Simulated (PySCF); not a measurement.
A series of related molecules.

All values: PBE0/pcSseg-1 (PySCF) at GFN2-xTB geometries, gas phase, one conformer each.

Question: Rank by dipole moment, lowest first.
A. `[CH2:1]=[CH:2][C@@:3]1([O:4][CH3:5])[CH2:6][C@H:7]1[C:8](=[O:9])[F:10]` with C1–C2–C3–O4 16°, C2–C3–O4–C5 77°, C6–C7–C8–O9 22°
B. `[CH2:1]=[CH:2][C@@:3]1([CH2:4][CH3:5])[CH2:6][C@H:7]1[C:8](=[O:9])[Cl:10]` with C1–C2–C3–C4 16°, C2–C3–C4–C5 70°, C6–C7–C8–O9 21°
C. `[CH2:1]=[CH:2][C@@:3]1([F:4])[CH2:5][C@@H:6]1[C:7](=[O:8])[Cl:9]` with C1–C2–C3–F4 3°, C5–C6–C7–O8 -14°
D. `[CH2:1]=[CH:2][C@@H:3]1[CH2:4][C@@H:5]1[C:6](=[O:7])[Cl:8]` with C1–C2–C3–C4 -150°, C4–C5–C6–O7 -23°
E. `[CH2:1]=[CH:2][C@@:3]1([C:4]([F:5])([F:6])[F:7])[CH2:8][C@@H:9]1[C:10](=[O:11])[Cl:12]` with C1–C2–C3–C4 -126°, C8–C9–C10–O11 -9°

Answer: D (3.38 D), B (3.74 D), A (3.95 D), C (4.22 D), E (4.60 D).

Question: Rank by LUMO energy, highest first.
A. `C(=C)[C@]1(F)[C@@H](C(Cl)=O)C1`
B. `C=CC1(C=C)C[C@H]1C(=O)Cl`
C. `C=C[C@@]1(C(F)(F)F)C[C@@H]1C(=O)Cl`
D. `C=C[C@@]1(OC)C[C@H]1C(=O)F`

Answer: D (-0.77 eV), B (-1.18 eV), A (-1.37 eV), C (-1.52 eV).

All values together:

| SMILES | change | formula | μ (D) | HOMO (eV) | LUMO (eV) | lowest IAO charge (e) | highest IAO charge (e) | lowest Hirshfeld charge (e) | highest Hirshfeld charge (e) |
| --- | --- | --- | --- | --- | --- | --- | --- | --- | --- |
| C=C[C@@]1(OC)C[C@@H]1C(=O)Cl | parent | C7H9ClO2 | 3.41 | -7.54 | -1.21 | -0.367 (O) | +0.358 (C) | -0.215 (O) | +0.175 (C) |
| C=C[C@@]1(OC)C[C@H]1C(=O)F | Cl replaced by F | C7H9FO2 | 3.95 | -7.53 | -0.77 | -0.403 (O) | +0.613 (C) | -0.224 (O) | +0.236 (C) |
| C=C[C@@]1(CC)C[C@H]1C(=O)Cl | OCH3 replaced by C2H5 | C8H11ClO | 3.74 | -7.47 | -1.14 | -0.417 (C) | +0.370 (C) | -0.197 (O) | +0.179 (C) |
| C=C[C@@]1(F)C[C@@H]1C(=O)Cl | OCH3 replaced by F | C6H6ClFO | 4.22 | -7.80 | -1.37 | -0.351 (O) | +0.370 (C) | -0.198 (O) | +0.175 (C) |
| C=C[C@@H]1C[C@@H]1C(=O)Cl | OCH3 replaced by H | C6H7ClO | 3.38 | -7.52 | -1.17 | -0.369 (O) | +0.369 (C) | -0.195 (O) | +0.182 (C) |
| C=CC1(C=C)C[C@H]1C(=O)Cl | OCH3 replaced by vinyl | C8H9ClO | 3.32 | -7.47 | -1.18 | -0.361 (O) | +0.365 (C) | -0.200 (O) | +0.176 (C) |
| C=C[C@@]1(C(F)(F)F)C[C@@H]1C(=O)Cl | OCH3 replaced by CF3 | C7H6ClF3O | 4.60 | -8.32 | -1.52 | -0.346 (O) | +0.803 (C) | -0.196 (O) | +0.262 (C) |

Conformers: `[CH2:1]=[CH:2][C@@:3]1([O:4][CH3:5])[CH2:6][C@@H:7]1[C:8](=[O:9])[Cl:10]` with C1–C2–C3–O4 -20°, C2–C3–O4–C5 -70°, C6–C7–C8–O9 163°; `[CH2:1]=[CH:2][C@@:3]1([O:4][CH3:5])[CH2:6][C@H:7]1[C:8](=[O:9])[F:10]` with C1–C2–C3–O4 16°, C2–C3–O4–C5 77°, C6–C7–C8–O9 22°; `[CH2:1]=[CH:2][C@@:3]1([CH2:4][CH3:5])[CH2:6][C@H:7]1[C:8](=[O:9])[Cl:10]` with C1–C2–C3–C4 16°, C2–C3–C4–C5 70°, C6–C7–C8–O9 21°; `[CH2:1]=[CH:2][C@@:3]1([F:4])[CH2:5][C@@H:6]1[C:7](=[O:8])[Cl:9]` with C1–C2–C3–F4 3°, C5–C6–C7–O8 -14°; `[CH2:1]=[CH:2][C@@H:3]1[CH2:4][C@@H:5]1[C:6](=[O:7])[Cl:8]` with C1–C2–C3–C4 -150°, C4–C5–C6–O7 -23°; `[CH2:1]=[CH:2][C:3]1([CH:4]=[CH2:5])[CH2:6][C@H:7]1[C:8](=[O:9])[Cl:10]` with C1–C2–C3–C4 11°, C2–C3–C4–C5 -120°, C6–C7–C8–O9 21°; `[CH2:1]=[CH:2][C@@:3]1([C:4]([F:5])([F:6])[F:7])[CH2:8][C@@H:9]1[C:10](=[O:11])[Cl:12]` with C1–C2–C3–C4 -126°, C8–C9–C10–O11 -9°.

Give the shifts from the parent, `C=C[C@@]1(OC)C[C@@H]1C(=O)Cl`.

```tsv
SMILES	change in μ (D)	change in HOMO (eV)	change in LUMO (eV)
C=C[C@@]1(OC)C[C@H]1C(=O)F	+0.54	+0.01	+0.44
C=C[C@@]1(CC)C[C@H]1C(=O)Cl	+0.33	+0.07	+0.07
C=C[C@@]1(F)C[C@@H]1C(=O)Cl	+0.81	-0.26	-0.16
C=C[C@@H]1C[C@@H]1C(=O)Cl	-0.03	+0.02	+0.04
C=CC1(C=C)C[C@H]1C(=O)Cl	-0.09	+0.07	+0.03
C=C[C@@]1(C(F)(F)F)C[C@@H]1C(=O)Cl	+1.19	-0.78	-0.31
```
